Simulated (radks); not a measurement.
Species: H0.25+. Configuration: 1s0.75 (fractional occupations, a model configuration).

All-electron calculation, non-relativistic Kohn-Sham, r2SCAN, spin-unpolarised, spherical densities, point nucleus; meta-GGA in the generalised Kohn-Sham scheme. Program: a radial shooting solver on a logarithmic mesh with Libxc functionals.

Energy parts (hartree):
total: -0.37855
kinetic: 0.36998
electron-nucleus: -0.74491
Hartree: 0.17381
exchange-correlation: -0.17744

Orbitals (lengths in bohr, moments of r in powers of bohr; r(90%) holds 90 % of the orbital's charge):
orbital  occ.  eigenvalue (hartree)  r(90%)  <r^2>   <1/r>
1s       0.75              -0.35135    2.71  3.103  0.9932

The highest occupied level is 1s at -9.561 eV. Summed over all electrons, <r^2> = 2.327 bohr^2, which gives a Langevin (diamagnetic) susceptibility term of -1.84 x 10^-6 cm^3/mol.
